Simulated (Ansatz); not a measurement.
Consider the substitution at a C–Si bond: `N[SiH2]CS` + `[SiH3]S` → `[SiH3]SCS` + `N[SiH3]`.

Computed with Ansatz on PBE0-D4/def2-TZVP structures; ΔE is electronic, products minus reactants. CBS: MP2 limit from def2 TZ/QZ plus the TZ coupled-cluster correction, frozen cores. This one scheme is used for every species. DFT in def2-TZVPP. B3LYP here is the variant with VWN-RPA as its local correlation; programs differ in this. HSE06 is defined as in plane-wave codes. Each species was taken in one conformer, which may not be the lowest.

**Question.** Is it downhill or uphill in electronic energy at CCSD(T)/CBS, and by how much? (An estimate is asked.)

**Answer.** The calculation gave: Uphill: ΔE = +13.0 kcal/mol.

**Question.** What do these levels give: B3LYP-D4, HSE06-D4, BHLYP-D4, CAM-B3LYP-D4, B2PLYP, BLYP, r2SCAN, PBE0, r2SCAN0, RPA@PBE/def2-TZVPP, HF/def2-TZVPP, SCS-MP2/def2-TZVPP? (An estimate is asked.)

**Answer.** Ansatz gave: B3LYP-D4 12.4, HSE06-D4 13.0, BHLYP-D4 13.0, CAM-B3LYP-D4 13.3, B2PLYP 13.0, BLYP 12.5, r2SCAN 13.4, PBE0 13.4, r2SCAN0 13.8, RPA@PBE/def2-TZVPP 12.4, HF/def2-TZVPP 13.5, SCS-MP2/def2-TZVPP 12.4 kcal/mol.

Largest T1 diagnostic among the species: 0.011.

Leaving LDA and LC-ωPBE aside and taking each functional with its dispersion term where it has one, the values, not all of them listed here, spread over 2.2 kcal/mol, from revPBE-D4 to r2SCAN0-D4. From BLYP to BHLYP (50 % exact exchange), in def2-TZVPP and without D4, ΔE moves by +1.2 kcal/mol. The D4 term adds −0.7 kcal/mol with B3LYP and −0.4 kcal/mol with PBE0; it sums over pairs of atoms, weighted by their polarisabilities, and B3LYP, whose exchange is more repulsive, gets the larger term.
